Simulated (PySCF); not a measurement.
CuF3, triplet: molecular constants

These are results of UPBE0/[Cu def2-TZVP, F def2-TZVP], no relativity, density fitting, PySCF, not measurements.

The structure is a minimum.

Z-matrix (Å, degrees; charge 0 multiplicity 3):
```
Cu
F  1 1.7144
F  1 1.7144 2 120.00
F  1 1.7144 2 120.00 3 180.00
```

| Property | Result |
| --- | --- |
| Point group | D3h |
| Bond lengths | Cu–F 1.714 Å (×3) |
| Bond angles | F–Cu–F 120.0° (×3) |
| Lowest empty level (β) | -7.27 eV |
| Dipole moment | 0.00 D |
| Entropy at 298.15 K and 1 bar (electronic part: spin only) | 310.8 J/(mol K) |
| Principal quadrupole moments (Buckingham, traceless) about the centre of mass | -3.26, -3.26, 6.51 D Å |
| Rotational symmetry number | 6 |
| Rotational constants | 0.2013, 0.2013, 0.1006 cm⁻¹ |
| Highest occupied level (β) | -11.46 eV |
| Principal polarisabilities | 14.5, 40.6, 40.6 bohr³ |
| Zero-point energy | 14.2 kJ/mol |
| Heat capacity Cp at 298.15 K | 68.9 J/(mol K) |
| Spin squared ⟨S²⟩ | 2.011 |
| Atomisation energy without zero-point energy | 824 kJ/mol |
| Enthalpy at 298.15 K above 0 K | 16.26 kJ/mol |

Harmonic modes (masses in u: Cu 62.930, F 18.998):
```
symmetry  ω (cm⁻¹)  IR (km/mol, summed over degenerate members)     type
    a2''        99                                         40.1     bend
      e'       151                                         16.0     bend
     a1'       605                                          0.0  stretch
      e'       680                                          147  stretch
```

In D3h the vibrations span a2'' + 2e' + a1'. The a1' mode carries no infrared intensity, as symmetry demands.

Charges (e):
```json
{"atom": "Cu1", "Mulliken": "1.15", "Löwdin": "0.57", "polar tensor": "1.37", "spin (Mulliken)": "0.92", "Mayer order to Cu1": "–"}
{"atom": "F2,3,4", "Mulliken": "-0.38", "Löwdin": "-0.19", "polar tensor": "-0.46", "spin (Mulliken)": "0.36", "Mayer order to Cu1": "0.82"}
```

Mulliken populations on Cu1: s 6.34, p 12.35, d 9.15, f 0.00.

Formally Cu is in oxidation state +3, d8, with 2 unpaired electrons (the high-spin count). The Mulliken spin on Cu is 0.92, so most of the spin sits on the ligands and the formal count fails. The polar-tensor charge on Cu, 1.37, is far below the formal one.

Other isomers or separated fragments may lie lower. With open d or f shells other occupations or spin states may lie lower.

The final relaxation and frequency run took 20 s on 4 threads of a shared AMD EPYC 9R45 96-Core (Zen 5) host, with 138 basis functions and 8 gradients; the process peaked at 1.4 GiB. Launch command: `OMP_NUM_THREADS=4 python axn.py task.json out`.
